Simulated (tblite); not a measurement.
Parent: `[NH2:1][SiH2:2][C@@H:3]1[CH2:4][CH2:5][CH2:6][C@H:7]1[F:8]` with H–N1–Si2–C3 -176° and -33°, N1–Si2–C3–C4 -175°, Si2–C3–C4–C5 -166°, C3–C4–C5–C6 38°, C4–C5–C6–C7 -20°, C5–C6–C7–F8 -126°, C5H12FNSi.

Computed geometry: GFN2-xTB, gas phase. One conformer each, not checked by frequencies here.

```json
{"coordinate of the parent": "N1–Si2", "value": "1.715 Å"}
{"coordinate of the parent": "Si2–C3", "value": "1.900 Å"}
{"coordinate of the parent": "C3–C4", "value": "1.525 Å"}
{"coordinate of the parent": "C4–C5", "value": "1.529 Å"}
{"coordinate of the parent": "C5–C6", "value": "1.534 Å"}
{"coordinate of the parent": "C6–C7", "value": "1.538 Å"}
{"coordinate of the parent": "C7–F8", "value": "1.385 Å"}
{"coordinate of the parent": "C3–C7", "value": "1.528 Å"}
{"coordinate of the parent": "N1–Si2–C3", "value": "104.9°"}
{"coordinate of the parent": "Si2–C3–C4", "value": "115.5°"}
{"coordinate of the parent": "Si2–C3–C7", "value": "114.3°"}
{"coordinate of the parent": "C4–C3–C7", "value": "102.6°"}
{"coordinate of the parent": "C3–C4–C5", "value": "103.4°"}
{"coordinate of the parent": "C4–C5–C6", "value": "104.2°"}
{"coordinate of the parent": "C5–C6–C7", "value": "105.7°"}
{"coordinate of the parent": "C6–C7–F8", "value": "111.1°"}
{"coordinate of the parent": "C3–C7–C6", "value": "106.7°"}
{"coordinate of the parent": "C3–C7–F8", "value": "110.7°"}
```

Q: How does the shared frame change in `[NH2:1][SiH2:2][C@@H:3]1[CH:4]=[CH:5][CH2:6][C@H:7]1[F:8]` with H–N1–Si2–C3 177° and -43°, N1–Si2–C3–C4 -61°, Si2–C3–C4–C5 -109°, C4–C5–C6–C7 -9°, C5–C6–C7–F8 -103°, Si2–C3–C7–C6 104°, C5H10FNSi? Atoms pair as N1 = N1, Si2 = Si2, C3 = C3, C4 = C4, C5 = C5, C6 = C6, C7 = C7, F8 = F8 (parent first).

A: 
| parent | relative | value in the relative | change |
| --- | --- | --- | --- |
| N1–Si2 | N1–Si2 | 1.719 Å | +0.004 |
| Si2–C3 | Si2–C3 | 1.907 Å | +0.007 |
| C3–C4 | C3–C4 | 1.494 Å | -0.031 |
| C4–C5 | C4=C5 | 1.322 Å | -0.207 |
| C5–C6 | C5–C6 | 1.500 Å | -0.034 |
| C6–C7 | C6–C7 | 1.533 Å | -0.005 |
| C7–F8 | C7–F8 | 1.389 Å | +0.004 |
| C3–C7 | C3–C7 | 1.530 Å | +0.002 |
| N1–Si2–C3 | N1–Si2–C3 | 104.8° | -0.1 |
| Si2–C3–C4 | Si2–C3–C4 | 111.3° | -4.2 |
| Si2–C3–C7 | Si2–C3–C7 | 112.4° | -1.9 |
| C4–C3–C7 | C4–C3–C7 | 103.4° | +0.8 |
| C3–C4–C5 | C3–C4–C5 | 112.4° | +9.0 |
| C4–C5–C6 | C4–C5–C6 | 111.7° | +7.5 |
| C5–C6–C7 | C5–C6–C7 | 103.5° | -2.2 |
| C6–C7–F8 | C6–C7–F8 | 109.3° | -1.8 |
| C3–C7–C6 | C3–C7–C6 | 106.1° | -0.6 |
| C3–C7–F8 | C3–C7–F8 | 109.7° | -1.0 |

Of the parent's bonds, C4–C5 changes most (-0.207 Å). Point group C1 → C1.

Q: How does the shared frame change in `[NH2:1][SiH2:2][C@@H:3]1[CH2:4][CH:5]=[CH:6][C@@H:7]1[F:8]` with H–N1–Si2–C3 -55° and 171°, N1–Si2–C3–C4 180°, C5H10FNSi? Atoms pair as N1 = N1, Si2 = Si2, C3 = C3, C4 = C4, C5 = C5, C6 = C6, C7 = C7, F8 = F8 (parent first).

A: 
| parent | relative | value in the relative | change |
| --- | --- | --- | --- |
| N1–Si2 | N1–Si2 | 1.721 Å | +0.006 |
| Si2–C3 | Si2–C3 | 1.907 Å | +0.007 |
| C3–C4 | C3–C4 | 1.540 Å | +0.015 |
| C4–C5 | C4–C5 | 1.495 Å | -0.034 |
| C5–C6 | C5=C6 | 1.322 Å | -0.212 |
| C6–C7 | C6–C7 | 1.498 Å | -0.040 |
| C7–F8 | C7–F8 | 1.402 Å | +0.017 |
| C3–C7 | C3–C7 | 1.531 Å | +0.003 |
| N1–Si2–C3 | N1–Si2–C3 | 106.0° | +1.1 |
| Si2–C3–C4 | Si2–C3–C4 | 112.9° | -2.6 |
| Si2–C3–C7 | Si2–C3–C7 | 112.8° | -1.5 |
| C4–C3–C7 | C4–C3–C7 | 105.5° | +2.9 |
| C3–C4–C5 | C3–C4–C5 | 104.4° | +1.0 |
| C4–C5–C6 | C4–C5–C6 | 112.7° | +8.5 |
| C5–C6–C7 | C5–C6–C7 | 111.4° | +5.7 |
| C6–C7–F8 | C6–C7–F8 | 109.5° | -1.6 |
| C3–C7–C6 | C3–C7–C6 | 105.1° | -1.6 |
| C3–C7–F8 | C3–C7–F8 | 111.4° | +0.7 |

Of the parent's bonds, C5–C6 changes most (-0.212 Å). Point group C1 → C1.
